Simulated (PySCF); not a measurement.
# How methods differ on the excitation energy of Pd

Pd [Kr] 4d10 (1S) → Pd [Kr] 4d9 5p1 (high-spin determinant), as a difference of total energies. All numbers are calculated (PySCF 2.14, scalar relativity through the core potential, in def2-TZVPPD with the def2 core potential (28 electrons) (6s4p3d2f1g, 56 functions)). Correlated levels: valence: 4s2 4p6 frozen; valence and next inner shell: nothing frozen outside the core potential. The calculations carry no spin-orbit coupling.

```tsv
method	excitation energy (eV)
UHF	2.863
LDA	4.731
PBE	4.376
PBE0	4.205
r2SCAN	4.142
BLYP	4.383
r2SCANh	4.106
B97-3	4.371
BP86	4.406
MP2 (valence)	4.675
SCS-MP2 (valence)	4.545
MP2 (valence and next inner shell)	4.758
SCS-MP2 (valence and next inner shell)	4.556
```

Q: How much does correlation contribute at MP2 (valence and next inner shell)?

A: 4.758 − (2.863) = 1.895 eV, measured against UHF.

The determinant of the upper state mixes LS terms, which raises its energy above the lowest term, most at the Hartree-Fock and MP2 levels.
